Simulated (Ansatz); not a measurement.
Ansatz (a first-principles code) input file for CLiN, SMILES [Li][C][N] (connectivity only; charge and spin as stated), neutral, multiplicity 1, PBE-D3(BJ)/def2-TZVPD. 

Ansatz 0.2 input:
```yaml
crystal:
  periodic: [false, false, false]
  atoms:
    - {symbol: Li, position_ang: [0.00000000, 0.00000000, -2.05726548]}
    - {symbol: C, position_ang: [0.00000000, 0.00000000, -0.14969910]}
    - {symbol: N, position_ang: [0.00000000, 0.00000000, 1.00999873]}
basis:
  gaussian:
    orbitals: def2-TZVPD
hamiltonian:
  xc: pbe
  dispersion: d3bj
relax: {f_tol: 0.002, max_steps: 200}
```

It prints:

```
WARN ansatz: RAYON_NUM_THREADS=1 ignored (pool sized by the plan → 1); use --threads N
Functional definition: PBE
integrals: 0.02 GiB planned
518 factors; their error is unknown
mean field: 0.17 GiB planned
mean field evaluation 1: about -2722.1143 eV, gradient 5.2e1 eV
mean field evaluation 2: about -2614.2354 eV, gradient 1.6e2 eV
mean field evaluation 4: about -2725.5395 eV, gradient 3.9e1 eV
mean field evaluation 8: about -2728.6160 eV, gradient 1.5e-1 eV
mean field evaluation 16: about -2728.6128 eV, gradient 5.6e-5 eV
mean field -2728.61284318 eV, -100.2746724666 hartree, gradient 5.6e-5 eV, S^2 0.000000; 0 other end points of the search recorded, 0 dependent functions left out
the calculation of the forces begins
reference -2728.61290666 eV, -100.2746747996 hartree; 8, 8 occupied and 83, 83 virtual orbitals, 518 factors
relax step   1: F+E_penalty+E_count = -2728.64793461 eV  Δ(F+E_penalty+E_count) = +0.000e0 eV  max|allowed force component| = 1.343e0 eV/Å  Δτ_max = 0.0000 Å  (27 SCF iters, accepted)
these checks for a lower state are left out or cut short: starts, cluster_reference, orbital_swaps, neighbouring_geometries, increment
integrals: 0.02 GiB planned
518 factors; their error is unknown
mean field: 0.17 GiB planned
mean field -2728.62090708 eV, -100.2749688097 hartree, gradient 1.9e-5 eV, S^2 0.000000; 0 other end points of the search recorded, 0 dependent functions left out
the calculation of the forces begins
reference -2728.62097075 eV, -100.2749711495 hartree; 8, 8 occupied and 83, 83 virtual orbitals, 518 factors
relax step   2: F+E_penalty+E_count = -2728.65594772 eV  Δ(F+E_penalty+E_count) = -8.013e-3 eV  max|allowed force component| = 2.224e-2 eV/Å  Δτ_max = 0.0091 Å  (30 SCF iters, accepted)
these checks for a lower state are left out or cut short: starts, cluster_reference, orbital_swaps, neighbouring_geometries, increment
integrals: 0.02 GiB planned
518 factors; their error is unknown
mean field: 0.17 GiB planned
mean field -2728.62092230 eV, -100.2749693689 hartree, gradient 3.3e-5 eV, S^2 0.000000; 0 other end points of the search recorded, 0 dependent functions left out
the calculation of the forces begins
reference -2728.62098597 eV, -100.2749717087 hartree; 8, 8 occupied and 83, 83 virtual orbitals, 518 factors
relax step   3: F+E_penalty+E_count = -2728.65595834 eV  Δ(F+E_penalty+E_count) = -1.062e-5 eV  max|allowed force component| = 3.212e-3 eV/Å  Δτ_max = 0.0008 Å  (19 SCF iters, accepted)
these checks for a lower state are left out or cut short: starts, cluster_reference, orbital_swaps, neighbouring_geometries, increment
integrals: 0.02 GiB planned
518 factors; their error is unknown
mean field: 0.17 GiB planned
mean field evaluation 32: about -2728.6209 eV, gradient 7.8e-3 eV
mean field -2728.62092351 eV, -100.2749694133 hartree, gradient 2.7e-5 eV, S^2 0.000000; 0 other end points of the search recorded, 0 dependent functions left out
the calculation of the forces begins
reference -2728.62098718 eV, -100.2749717530 hartree; 8, 8 occupied and 83, 83 virtual orbitals, 518 factors
relax step   4: F+E_penalty+E_count = -2728.65595872 eV  Δ(F+E_penalty+E_count) = -3.828e-7 eV  max|allowed force component| = 4.853e-3 eV/Å  Δτ_max = 0.0002 Å  (17 SCF iters, accepted)
these checks for a lower state are left out or cut short: starts, cluster_reference, orbital_swaps, neighbouring_geometries, increment
integrals: 0.02 GiB planned
518 factors; their error is unknown
mean field: 0.17 GiB planned
mean field -2728.62092405 eV, -100.2749694330 hartree, gradient 1.6e-5 eV, S^2 0.000000; 0 other end points of the search recorded, 0 dependent functions left out
the calculation of the forces begins
reference -2728.62098771 eV, -100.2749717727 hartree; 8, 8 occupied and 83, 83 virtual orbitals, 518 factors
relax step   5: F+E_penalty+E_count = -2728.65595885 eV  Δ(F+E_penalty+E_count) = -1.307e-7 eV  max|allowed force component| = 1.505e-5 eV/Å  Δτ_max = 0.0001 Å  (17 SCF iters, accepted)
integrals: 0.02 GiB planned
518 factors; their error is unknown
mean field: 0.17 GiB planned
mean field -2728.62092405 eV, -100.2749694330 hartree, gradient 1.6e-5 eV, S^2 0.000000; 1 other end points of the search recorded, 0 dependent functions left out
the calculation of the forces begins
reference -2728.62098771 eV, -100.2749717727 hartree; 8, 8 occupied and 83, 83 virtual orbitals, 518 factors
Total energy: -2728.65602252 eV, -100.2762592782 hartree
Atom 0 at    -0.000000    -0.000000    -2.064692 Å, force     0.000000     0.000000    -0.000002 eV/Å
Atom 1 at     0.000000     0.000000    -0.151953 Å, force    -0.000000    -0.000000    -0.000013 eV/Å
Atom 2 at    -0.000000    -0.000000     1.019680 Å, force     0.000000     0.000000     0.000015 eV/Å
Dipole moment:     0.000000     0.000000    -1.878101 e Å
```

The calculation finished and met its thresholds.

Cost: very roughly 3 core-seconds.
